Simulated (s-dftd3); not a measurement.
C3H8O2, triplet, at the geometry of the source list (a higher spin typed on purpose: for a closed-shell molecule this is an excited state); D3(bjm) for b3lyp (s-dftd3 1.4.0).

Here is a job for s-dftd3.
```
$ s-dftd3 mol.xyz --bjm b3lyp --json dftd3.json --noedisp --grad

# file mol.xyz
13

C      1.49740000     0.21070000     0.26420000
C      0.09340000     0.38200000    -0.30340000
O     -0.62200000     1.41610000     0.34790000
C     -0.71930000    -0.91880000    -0.22110000
O     -2.00020000    -0.74760000    -0.76880000
H      2.03680000     1.15230000     0.20750000
H      1.44840000    -0.10470000     1.30570000
H      2.04010000    -0.54110000    -0.30040000
H      0.14120000     0.70250000    -1.34960000
H     -0.59560000     1.25210000     1.29830000
H     -0.23270000    -1.71600000    -0.78560000
H     -0.79530000    -1.23070000     0.83530000
H     -2.29210000     0.14330000    -0.52990000
```

What does s-dftd3 print? Leave out banner, timings and long lists.


```
-----------------------------------
 s i m p l e   D F T - D 3  v1.4.0
-----------------------------------

Rational (Becke-Johnson) damping: b3lyp-D3(BJ)
---------------------
  s6         1.0000
  s8         1.4667
  s9         0.0000
  a1         0.2787
  a2         4.6063
 alp        14.0000
--------------------

Dispersion energy:      -1.7391752508916E-02 Eh

Gradient norm:           1.4960572999245E-03 Eh/a0
--------------------------------------------------
     #    Z           dE/dx      dE/dy      dE/dz
--------------------------------------------------
     1    6 C     5.910E-04  1.105E-04  7.921E-05
     2    6 C     7.981E-05  1.361E-04 -5.803E-05
     3    8 O    -1.758E-04  4.982E-04  1.250E-04
     4    6 C    -3.594E-04 -3.672E-04 -1.272E-04
     5    8 O    -4.324E-04 -2.429E-04 -1.682E-04
     6    1 H     2.914E-04  9.893E-05  2.473E-05
     7    1 H     3.037E-04 -1.267E-05  2.097E-04
     8    1 H     3.472E-04 -4.714E-05 -1.881E-05
     9    1 H     5.185E-05  1.624E-04 -2.585E-04
    10    1 H    -1.198E-04  2.944E-04  2.682E-04
    11    1 H    -8.599E-05 -3.276E-04 -1.234E-04
    12    1 H    -1.780E-04 -2.938E-04  1.282E-04
    13    1 H    -3.136E-04 -9.267E-06 -8.091E-05
--------------------------------------------------

Virial:
--------------------------------------------------
      component           x          y          z
--------------------------------------------------
          x       9.120E-03  1.670E-03  1.313E-03
          y       1.670E-03  5.377E-03  1.185E-03
          z       1.313E-03  1.185E-03  2.774E-03
--------------------------------------------------

[Info] JSON dump of results written to 'dftd3.json'
```
